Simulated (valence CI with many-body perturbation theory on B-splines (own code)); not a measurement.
Ga VIII: magnetic and hyperfine properties of the levels

Calculated by valence CI with perturbative core correlation (CI+MBPT): six valence electrons over a frozen Dirac-Fock core [Ar], a basis of 7 s, 7 p, 8 d, 6 f, 4 g, 1 h functions for each j, with the one-electron correlation potential Σ1 (screened to all orders), the two-electron term Σ2, the three-electron term Σ3, Breit, model QED; selected single and double excitations, second order for the rest, scaled by the run's own slope (own B-spline code, finite nucleus).

No measured levels were compared; by estimate terms of the open shell hold to 2 to 4 % of their energy, and close levels can change places; different configurations can be misplaced against each other by 1,000 to 8,000 cm⁻¹. Among the levels kept, up to 440 cm⁻¹ of a level comes from second order outside the variational space, and about a tenth of that is noise between levels of different J, which matters for small intervals. Only levels of the ground parity were solved; by the run's estimate the other parity begins above the list, which can be wrong where configurations are misplaced.

A/g_I is the dipole constant over the nuclear g factor μ/I (μ in nuclear magnetons, uniformly magnetised nucleus), B/Q the quadrupole constant per barn. Both hold the static response of the core; the bare values leave it out. Large factors of s and p1/2 electrons are usually good to 5 to 10 %; those of open d and f shells near neutrality can be off by tens of per cent, and small factors of p3/2, d and f electrons come from cancelling terms and can be off by a factor of two or in sign, in half-filled shells by more. B is blank for J = 1/2, where it vanishes, and for nearly pure S terms. Energies count from the lowest level. Levels with J = 0 are left out.

Letters in brackets count levels of one name in rising energy.

| Level | E (cm⁻¹) | g | A/g_I (MHz) | A/g_I bare | B/Q (MHz/b) | B/Q bare |
| --- | --- | --- | --- | --- | --- | --- |
| 3d6 5D_4 | 0.0 | 1.498 | 533 | 798 | 1880 | 1960 |
| 3d6 5D_3 | 1972 | 1.499 | 322 | 581 | 459 | 479 |
| 3d6 5D_2 | 3232 | 1.499 | 216 | 472 | -404 | -419 |
| 3d6 5D_1 | 4033 | 1.500 | 153 | 407 | -648 | -674 |
| 3d6 3P_2 | 35307 | 1.495 | 402 | 662 | -194 | -196 |
| 3d6 3H_6 | 35434 | 1.164 | 1190 | 1300 | -1000 | -1040 |
| 3d6 3H_5 | 36310 | 1.044 | 1250 | 1300 | -390 | -402 |
| 3d6 3H_4 | 36533 | 0.892 | 1370 | 1350 | 6.44 | 7.01 |
| 3d6 3F_4 [a] | 39223 | 1.146 | 1060 | 1160 | 120 | 124 |
| 3d6 3F_3 [a] | 40003 | 1.054 | 1250 | 1310 | 519 | 537 |
| 3d6 3F_2 [a] | 40792 | 0.670 | 1960 | 1840 | 166 | 171 |
| 3d6 3P_1 [a] | 40867 | 1.492 | 239 | 491 | 54.4 | 57.3 |
| 3d6 3G_5 | 44498 | 1.188 | 1110 | 1230 | -91.2 | -95.3 |
| 3d6 3G_4 | 46314 | 1.059 | 1360 | 1430 | -122 | -126 |
| 3d6 3G_3 | 46944 | 0.780 | 1810 | 1750 | 150 | 155 |
| 3d6 1I_6 | 54441 | 1.001 | 1420 | 1460 | -1890 | -1960 |
| 3d6 3D_2 | 56119 | 1.161 | 1070 | 1180 | 12.2 | 14.4 |
| 3d6 3D_1 | 56453 | 0.508 | 2200 | 2000 | 8.12 | 9.53 |
| 3d6 3D_3 | 56798 | 1.330 | 773 | 957 | -350 | -361 |
| 3d6 1G_4 | 57389 | 1.002 | 1460 | 1500 | 879 | 920 |
| 3d6 1D_2 | 66371 | 1.006 | 1380 | 1410 | -1120 | -1160 |
| 3d6 1F_3 | 77643 | 1.003 | 1440 | 1480 | -2320 | -2420 |
| 3d6 3P_1 [b] | 91162 | 1.499 | 107 | 355 | 236 | 243 |
| 3d6 3F_2 [b] | 92768 | 0.667 | 2160 | 2050 | -1610 | -1670 |
| 3d6 3F_4 [b] | 92791 | 1.246 | 942 | 1090 | -2520 | -2630 |
| 3d6 3F_3 [b] | 93390 | 1.081 | 1280 | 1350 | -1900 | -1980 |

Question: Take the isotope of mass number 71, with I = 3/2, μ = 2.56033 μN and Q = 0.107 b. What is the hyperfine structure of 3d6 3H_5?

Answer: From the table A = 2130 MHz, B = -41.7 MHz. Shifts from the centre of gravity in MHz: F = 7/2: -19200, F = 9/2: -9580, F = 11/2: 2150, F = 13/2: 16000.
